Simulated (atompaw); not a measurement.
Varying the PAW (atompaw) potential for tungsten

Base potential:

tungsten, PAW, made with atompaw 4.2.0.5 (LDA (PW92), scalar-relativistic). Core [Kr] 4d10 4f14 5s2, reference 5p6 5d4 6s2 6p0. Waves: 6s (bound); 6s channel at 3.15 Ry; 5p (bound); 6p (bound, empty); 5d (bound); 5d channel at 0.65 Ry. Local part: bessel scheme, radius 2.45 bohr. Core correction: smooth core density matched at 2.20 bohr. Augmentation charge: sinc compensation charge, radius 2.50 bohr; PAW radius 2.55 bohr; waves and projectors: bloechl.

Cutoffs, loose and tight: the cutoffs (Ry, on a coarse ladder) from which the occupation-weighted sum of valence levels, in a spherical-Bessel basis at the reference potential, stays within 10 and 1 mRy of its value at 400 Ry. They see the waves, projectors and local potential, not the compensation charge or the core. A dash means not determined.

```tsv
change	outcome	cutoff, loose	cutoff, tight	bound ghosts
base	generated	30 Ry	35 Ry	none
local potential bessel scheme, radius 2.34 bohr	generated	30 Ry	35 Ry	none
waves 6s (bound): rc 2.55 bohr; 6s channel at 3.15 Ry: rc 2.55 bohr; 5p (bound): rc 1.40 bohr; 6p (bound): rc 2.40 bohr; 5d (bound): rc 2.55 bohr; 5d channel at 0.65 Ry: rc 2.55 bohr; augmentation sinc compensation charge, radius 2.50 bohr; PAW radius 2.55 bohr; waves and projectors: custom polynom2 7 10 vanderbiltortho	generated	35 Ry	160 Ry	none
functional PBEsol	generated	30 Ry	40 Ry	none
augmentation sinc compensation charge, radius 2.38 bohr; PAW radius 2.55 bohr; waves and projectors: bloechl	generated	30 Ry	35 Ry	none
core [Kr] 4d10, valence charge 28; reference 4f14 5s2 5p6 5d4 6s1.75 6p0; waves now 5s (bound); 6s (bound); 5p (bound); 6p (bound); 5d (bound); 5d channel at 1 Ry; 4f (bound); 4f channel at -2.15 Ry; local potential bessel scheme, radius 2.00 bohr; core correction smooth core density matched at 2.05 bohr; augmentation sinc compensation charge, radius 2.20 bohr; PAW radius 2.90 bohr; waves and projectors: bloechl	generated	35 Ry	45 Ry	none
wave 6s channel at 3.15 Ry becomes 6s channel at -0.17 Ry	failed: atompaw: The overlap operator has at least one negative eigenvalue!	–	–	–
core correction smooth core density matched at 1.38 bohr	generated	30 Ry	35 Ry	none
augmentation besselshape compensation charge, radius 2.50 bohr; PAW radius 2.55 bohr; waves and projectors: bloechl	generated	30 Ry	35 Ry	none
all radii scaled by about 1.25 (s 3.18, p 1.74, d 3.18 bohr); local potential bessel scheme, radius 3.04 bohr; augmentation sinc compensation charge, radius 3.12 bohr; PAW radius 3.18 bohr; waves and projectors: bloechl; core correction smooth core density matched at 2.74 bohr	generated	21 Ry	25 Ry	none
```
